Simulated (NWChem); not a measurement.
GeH₂O₂, singlet; SMILES [OH][Ge][OH]

```xyz
5

Ge     0.0000     0.0000     0.3497
O      1.3035     0.0000    -0.8664
H      2.1766     0.0000    -0.4574
O     -1.3035     0.0000    -0.8664
H     -2.1766     0.0000    -0.4574
```
Atoms are numbered in this order, from 1.

Results from NWChem. Low-valent species are run as closed-shell singlets; no triplet was tried in these runs. Coordinates come from a PBE0/def2-SVP optimisation. Level: PBE0/aug-cc-pVDZ; rows give the wavelength of the field.

| field | isotropic polarisability (bohr³) | anisotropy (bohr³) |
|---|---|---|
| static | 42.2 | 13.3 |
| 1065 nm | 42.9 | 13.3 |
| 589 nm | ___ | 13.3 |

Task: What belongs in the gaps?

Result: 
- 589 nm, isotropic polarisability (bohr³): 44.8
